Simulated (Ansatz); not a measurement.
Cost and result for the atomization energy of `O[Si](Cl)Br` radical (5 atoms, 4 bonds).

Charge 0, multiplicity 2. Correlated methods include outer-core shells of Br, which these sets cover unevenly. Scalar relativity is left out up to krypton. The geometry is a stationary point of PBE0-D4/def2-TZVP. It is one conformer, not always the lowest. Program: Ansatz. All runs use 4 threads of a server CPU on a shared host. Times are those of one run each, without the atoms' runs, and a repeat can differ threefold. Electronic energies, without spin–orbit coupling; frozen cores. CCSD(T)/CBS adds CCSD(T) − MP2 in def2-TZVPP to the MP2 limit, and its time is that of the two runs behind it. T1 = 0.012; ⟨S²⟩ of the reference is 0.76. With those shells the extrapolation isn't a true limit. B3LYP takes the VWN-RPA correlation (the form of Gaussian; ORCA's B3LYP/G). HSE06 is the plane-wave form, built on full-range PBE exchange.

CCSD(T)/CBS is a level of theory with its own doubt, some kJ/mol a heavy atom from the limit and from the frozen cores, so smaller differences don't rank the functionals.

```json
{"level": "LDA (SPW92)/def2-TZVPP", "functions": "177", "wall time": "0.9 s", "atomization (kcal/mol)": "454.7", "difference from CCSD(T)/CBS": "64.9", "per bond": "16.2"}
{"level": "PBE0-D4/def2-TZVPP", "functions": "177", "wall time": "2.6 s", "atomization (kcal/mol)": "387.6", "difference from CCSD(T)/CBS": "-2.2", "per bond": "-0.6"}
{"level": "HSE06-D4/def2-TZVPP", "functions": "177", "wall time": "2.7 s", "atomization (kcal/mol)": "388.0", "difference from CCSD(T)/CBS": "-1.8", "per bond": "-0.4"}
{"level": "BHLYP-D4/def2-TZVPP", "functions": "177", "wall time": "2.9 s", "atomization (kcal/mol)": "367.9", "difference from CCSD(T)/CBS": "-21.9", "per bond": "-5.5"}
{"level": "B3LYP-D4/def2-TZVPP (with forces)", "functions": "177", "wall time": "2.9 s", "atomization (kcal/mol)": "382.4", "difference from CCSD(T)/CBS": "-7.4", "per bond": "-1.9"}
{"level": "PBE-QIDH/def2-TZVPP", "functions": "177", "wall time": "3.2 s", "atomization (kcal/mol)": "385.5", "difference from CCSD(T)/CBS": "-4.3", "per bond": "-1.1"}
{"level": "r2SCAN-D4/def2-TZVPP (with forces)", "functions": "177", "wall time": "3.8 s", "atomization (kcal/mol)": "395.0", "difference from CCSD(T)/CBS": "5.2", "per bond": "1.3"}
{"level": "r2SCANh-D4/def2-TZVPP", "functions": "177", "wall time": "4.4 s", "atomization (kcal/mol)": "390.6", "difference from CCSD(T)/CBS": "0.8", "per bond": "0.2"}
{"level": "CCSD(T)/def2-SVP", "functions": "87", "wall time": "4.9 s", "atomization (kcal/mol)": "343.4", "difference from CCSD(T)/CBS": "-46.4", "per bond": "-11.6"}
{"level": "ωB97M-V/def2-TZVPP (with forces)", "functions": "177", "wall time": "8.5 s", "atomization (kcal/mol)": "387.3", "difference from CCSD(T)/CBS": "-2.5", "per bond": "-0.6"}
{"level": "MP2/def2-QZVPP", "functions": "316", "wall time": "9 s", "atomization (kcal/mol)": "401.9", "difference from CCSD(T)/CBS": "12.1", "per bond": "3.0"}
{"level": "CCSD(T)/def2-TZVPP", "functions": "177", "wall time": "100 s", "atomization (kcal/mol)": "372.5", "difference from CCSD(T)/CBS": "-17.3", "per bond": "-4.3"}
{"level": "CCSD(T)/CBS(def2)", "functions": "–", "wall time": "110 s", "atomization (kcal/mol)": "389.8", "difference from CCSD(T)/CBS": "0.0", "per bond": "0.0"}
```

In def2-TZVPP, CCSD(T) changes the Hartree–Fock value by +101.9 kcal/mol (the triples alone add +8.9 kcal/mol) and MP2 by +121.0 kcal/mol; breaking electron pairs costs correlation energy, which Hartree–Fock lacks. From r2SCAN to r2SCAN0 (25 % exact exchange), in def2-TZVPP and without D4, the atomization energy moves by −11.0 kcal/mol: exact exchange takes away binding that semilocal exchange gives to molecules. Leaving LDA and LC-ωPBE aside and taking each functional with its dispersion term where it has one, the values, not all of them listed here, spread over 30.4 kcal/mol, from BHLYP-D4 to PBE-D4. LDA lies +60.2 kcal/mol from PBE without D4, its usual overbinding.
